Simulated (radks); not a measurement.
Spherical quantum dot in the effective-mass picture: electrons in a hard-walled sphere of radius 6.59, with a point charge +1 (a donor) at the centre, all in effective atomic units (hartree* = m*/eps^2 hartree, bohr* = eps/m* bohr), one dielectric constant everywhere. Method: non-relativistic Kohn-Sham, PBE, spin-polarised, spherical densities; computed with a radial shooting solver with Libxc functionals. Levels are named by radial order and angular momentum (1s, 1p, 1d, 2s, ...), and open shells are averaged over m.

N = 4, configuration 1s2 1p(up 2, down 0). This is the lowest configuration that the search found. Occupied levels:

level,occupation,eigenvalue (hartree*),<r> (bohr*)
1s up,1,0.54136,2.725
1s down,1,0.55333,2.224
1p up,2,0.68789,4.100

Energy (hartree*): total 0.514748, kinetic 0.96510, external -1.8404, Hartree 2.1917, exchange-correlation -0.80163.

Electron density:

r (bohr*),n(r) (e/bohr*^3)
0.474,0.1168
0.969,0.04763
1.47,0.02238
1.96,0.01271
2.46,0.008849
2.95,0.007176
3.45,0.006210
3.94,0.005280
4.44,0.004110
4.93,0.002699
5.43,0.001356
5.92,0.0004355
6.42,0.00002681
